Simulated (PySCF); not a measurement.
A structure optimised at ωB97X-D3(BJ)/def2-TZVP, used in a PySCF frequency run:

```
Si
O 1 1.5050
O 1 1.5050 2 180.00
```
Charge 0, spin multiplicity 1.

**Question.** Write its SMILES, formula and point group.

**Answer.** O=[Si]=O, O2Si, D∞h

**Question.** What are its rotational constants (standard atomic weights)?

**Answer.** 6.9729 GHz (linear rotor, B only)
